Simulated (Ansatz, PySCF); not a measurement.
Stretching the B1–Br4 bond in BBrH2 (SMILES BBr) (multiplicity 1 held, fragments rigid). Energies count from the point at 1.903 Å.
Geometry at that point (charge 0, multiplicity 1):
```xyz
4

B     -0.849    -1.291     0.211
H     -0.472    -2.074     1.015
H     -1.826    -1.421    -0.443
Br     0.187     0.284    -0.047
```

U- levels take the lowest unrestricted solution at each point, which mixes spins at long bonds. Active spaces are followed from a long bond inwards. Left out are points that failed, MP2 points in a non-variational dive below the minimum, coupled-cluster points behind a sign of a changed root (a jump of the amplitudes, or a one-step jump against full CI or MRCI), small-basis points behind a change of solution, and semi-empirical points at long bonds. Curves can end on different states.

Cores are frozen in the correlated methods. Filled d and f shells under p-block atoms count as core. Rows in 3-21G carry no dispersion term and start afresh at each structure; the Pople sets are all-electron and without relativity.

Programs: Ansatz (Gaussian orbitals); PySCF for 3-21G rows. Each number belongs to the level named beside it.

Energies in kJ/mol.

```json
[
 {"R (Å)": "1.522", "R-HF/3-21G": "295", "U-wB97X-V/cc-pVTZ": "252", "U-CCSD(T)/cc-pVTZ": "263", "SC-NEVPT2 on CASSCF(6,4)/cc-pVTZ": "248", "FIC-MRCISD+Q on CASSCF(6,4)/cc-pVTZ": "263"},
 {"R (Å)": "1.713", "R-HF/3-21G": "62", "U-wB97X-V/cc-pVTZ": "44", "U-CCSD(T)/cc-pVTZ": "47", "SC-NEVPT2 on CASSCF(6,4)/cc-pVTZ": "43", "FIC-MRCISD+Q on CASSCF(6,4)/cc-pVTZ": "48"},
 {"R (Å)": "1.903", "R-HF/3-21G": "0", "U-wB97X-V/cc-pVTZ": "0", "U-CCSD(T)/cc-pVTZ": "0", "SC-NEVPT2 on CASSCF(6,4)/cc-pVTZ": "0", "FIC-MRCISD+Q on CASSCF(6,4)/cc-pVTZ": "0"},
 {"R (Å)": "2.093", "R-HF/3-21G": "10", "U-wB97X-V/cc-pVTZ": "28", "U-CCSD(T)/cc-pVTZ": "26", "SC-NEVPT2 on CASSCF(6,4)/cc-pVTZ": "29", "FIC-MRCISD+Q on CASSCF(6,4)/cc-pVTZ": "26"},
 {"R (Å)": "2.284", "R-HF/3-21G": "52", "U-wB97X-V/cc-pVTZ": "86", "U-CCSD(T)/cc-pVTZ": "82", "SC-NEVPT2 on CASSCF(6,4)/cc-pVTZ": "74", "FIC-MRCISD+Q on CASSCF(6,4)/cc-pVTZ": "81"},
 {"R (Å)": "2.569", "R-HF/3-21G": "139", "U-wB97X-V/cc-pVTZ": "186", "U-CCSD(T)/cc-pVTZ": "177", "SC-NEVPT2 on CASSCF(6,4)/cc-pVTZ": "169", "FIC-MRCISD+Q on CASSCF(6,4)/cc-pVTZ": "175"},
 {"R (Å)": "2.855", "R-HF/3-21G": "232", "U-wB97X-V/cc-pVTZ": "281", "U-CCSD(T)/cc-pVTZ": "269", "SC-NEVPT2 on CASSCF(6,4)/cc-pVTZ": "257", "FIC-MRCISD+Q on CASSCF(6,4)/cc-pVTZ": "262"},
 {"R (Å)": "3.330", "R-HF/3-21G": "371", "U-wB97X-V/cc-pVTZ": "394", "U-CCSD(T)/cc-pVTZ": "388", "SC-NEVPT2 on CASSCF(6,4)/cc-pVTZ": "366", "FIC-MRCISD+Q on CASSCF(6,4)/cc-pVTZ": "368"},
 {"R (Å)": "3.806", "R-HF/3-21G": "479", "U-wB97X-V/cc-pVTZ": "442", "U-CCSD(T)/cc-pVTZ": "439", "SC-NEVPT2 on CASSCF(6,4)/cc-pVTZ": "423", "FIC-MRCISD+Q on CASSCF(6,4)/cc-pVTZ": "423"},
 {"R (Å)": "4.377", "R-HF/3-21G": "573", "U-wB97X-V/cc-pVTZ": "463", "U-CCSD(T)/cc-pVTZ": "453", "SC-NEVPT2 on CASSCF(6,4)/cc-pVTZ": "446", "FIC-MRCISD+Q on CASSCF(6,4)/cc-pVTZ": "445"},
 {"R (Å)": "5.138", "R-HF/3-21G": "648", "U-wB97X-V/cc-pVTZ": "470", "U-CCSD(T)/cc-pVTZ": "457", "SC-NEVPT2 on CASSCF(6,4)/cc-pVTZ": "456", "FIC-MRCISD+Q on CASSCF(6,4)/cc-pVTZ": "451"},
 {"R (Å)": "6.090", "R-HF/3-21G": "left out", "U-wB97X-V/cc-pVTZ": "471", "U-CCSD(T)/cc-pVTZ": "457", "SC-NEVPT2 on CASSCF(6,4)/cc-pVTZ": "456", "FIC-MRCISD+Q on CASSCF(6,4)/cc-pVTZ": "453"}
]
```

Doubts at one or more of the structures used: a restricted determinant that unrestricted orbitals would lower (R-HF/3-21G); a spin-contaminated determinant (U-wB97X-V/cc-pVTZ, U-CCSD(T)/cc-pVTZ); T1 above 0.05 (U-CCSD(T)/cc-pVTZ); the program's own flag: other amplitudes (U-CCSD(T)/cc-pVTZ); active orbitals that take no part (SC-NEVPT2 on CASSCF(6,4)/cc-pVTZ, FIC-MRCISD+Q on CASSCF(6,4)/cc-pVTZ).

Ansatz is a first-principles code.
